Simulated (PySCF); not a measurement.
C4H9FSi, SMILES CC[SiH2]/C=C\F. Atoms are numbered in the order given.

```xyz
15

C     -3.1945     0.0786    -0.1287
C     -1.8716    -0.5024    -0.6190
Si    -0.3482     0.2324     0.2128
C      1.1914    -0.5760    -0.4896
C      2.4280    -0.2670    -0.1107
F      2.6726     0.6591     0.8157
H     -3.2487     1.1650    -0.3031
H     -4.0565    -0.3781    -0.6399
H     -3.3318    -0.0836     0.9523
H     -1.7629    -0.3543    -1.7079
H     -1.8455    -1.5950    -0.4604
H     -0.4177     0.0118     1.6923
H     -0.3043     1.7116    -0.0165
H      1.1127    -1.3520    -1.2580
H      3.3551    -0.7102    -0.4912
```
Charge 0, spin multiplicity 1.

Geometry optimised at PBE0-D3(BJ)/def2-SVP. The structure was generated by enumeration; whether it is a known compound was not checked. The values are those of a single conformer.

The numbers are results of CAM-B3LYP/def2-TZVP run with PySCF, not measurements.

Atomic charges (e):

| atom | Löwdin | Mulliken |
|---|---|---|
| C1 | ___ | -0.36 |
| C2 | ___ | -0.31 |
| Si3 | 0.33 | 0.34 |
| C4 | -0.31 | -0.31 |
| C5 | -0.30 | 0.09 |
| F6 | ___ | -0.19 |
| H7 | 0.12 | 0.12 |
| H8 | 0.12 | 0.12 |
| H9 | 0.12 | 0.12 |
| H10 | ___ | 0.12 |
| H11 | ___ | 0.12 |
| H12 | ___ | -0.05 |
| H13 | ___ | -0.05 |
| H14 | 0.15 | 0.13 |
| H15 | 0.13 | 0.13 |

Problem. Complete the blanks. (An estimate is asked for; the answer gives what the named calculation found.)

Solution. 
- C1, Löwdin: -0.34
- C2, Löwdin: -0.42
- F6, Löwdin: 0.18
- H10, Löwdin: 0.14
- H11, Löwdin: 0.14
- H12, Löwdin: -0.03
- H13, Löwdin: -0.03

Computed Mayer and Wiberg (Löwdin basis) orders of the bonds:
```json
[
 {"bond": "C1–C2", "Mayer": "0.96", "Wiberg": "1.32"},
 {"bond": "C2–Si3", "Mayer": "0.99", "Wiberg": "1.13"},
 {"bond": "Si3–C4", "Mayer": "0.92", "Wiberg": "1.09"},
 {"bond": "C4–C5", "Mayer": "1.87", "Wiberg": "2.15"},
 {"bond": "C5–F6", "Mayer": "1.05", "Wiberg": "1.76"},
 {"bond": "C1–H7", "Mayer": "0.98", "Wiberg": "0.91"},
 {"bond": "C1–H8", "Mayer": "0.98", "Wiberg": "0.91"},
 {"bond": "C1–H9", "Mayer": "0.98", "Wiberg": "0.91"},
 {"bond": "C2–H10", "Mayer": "0.95", "Wiberg": "0.85"},
 {"bond": "C2–H11", "Mayer": "0.95", "Wiberg": "0.85"},
 {"bond": "Si3–H12", "Mayer": "0.96", "Wiberg": "0.91"},
 {"bond": "Si3–H13", "Mayer": "0.96", "Wiberg": "0.91"},
 {"bond": "C4–H14", "Mayer": "0.93", "Wiberg": "0.83"},
 {"bond": "C5–H15", "Mayer": "0.99", "Wiberg": "0.88"}
]
```
